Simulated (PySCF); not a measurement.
SeF₄, SMILES F[Se](F)(F)F.

Geometry: PBE0-D3(BJ)/def2-SVP. The geometry has at least one imaginary mode, so it is a saddle point at that level. The isomer is the one that the SMILES or the coordinates give; other isomers of the formula were not compared.

Computed with TDA-B3LYP/def2-SVPD (PySCF 2.14.0).

Vertical excitations; the highest root listed may be one member of a degenerate set. Gas-phase values at a fixed geometry. State labels are in the subgroup C2v.

Computed lowest excited states:
| state | symmetry | energy (eV) | λ (nm) | f | main pairs |
|---|---|---|---|---|---|
| S1 | A1 | 6.39 | 194 | 0.039 | HOMO→LUMO 99 % |
| S2 | A2 | 6.57 | 189 | 0.000 | HOMO−1→LUMO 100 % |
| S3 | B1 | 7.57 | 164 | 0.006 | HOMO−4→LUMO (degenerate set) |
| S4 | B2 | 7.57 | 164 | 0.006 | HOMO−3→LUMO (degenerate set) |
| S5 | A2 | 7.69 | 161 | 0.000 | HOMO−2→LUMO 79 %, HOMO−7→LUMO 17 % |
| S6 | B1 | 8.19 | 151 | 0.005 | HOMO−6→LUMO, HOMO→LUMO+1 (degenerate set) |
| S7 | B2 | 8.19 | 151 | 0.005 | HOMO−5→LUMO, HOMO→LUMO+2 (degenerate set) |
| S8 | B1 | 8.41 | 147 | 0.006 | HOMO−1→LUMO+2, HOMO→LUMO+1 (degenerate set) |
| S9 | B2 | 8.41 | 147 | 0.006 | HOMO−1→LUMO+1, HOMO→LUMO+2 (degenerate set) |
| S10 | A2 | 8.89 | 139 | 0.000 | HOMO−7→LUMO 62 %, HOMO−3→LUMO+1 12 %, HOMO−4→LUMO+2 12 % |
| T1 | A1 | 5.70 | 217 | 0 | HOMO→LUMO 99 % |
| T2 | A2 | 6.14 | 202 | 0 | HOMO−1→LUMO 97 % |
| T3 | A2 | 6.72 | 184 | 0 | HOMO−2→LUMO 95 % |
| T4 | B1 | 6.88 | 180 | 0 | HOMO−4→LUMO 91 % |
Triplets are in the Tamm–Dancoff approximation.
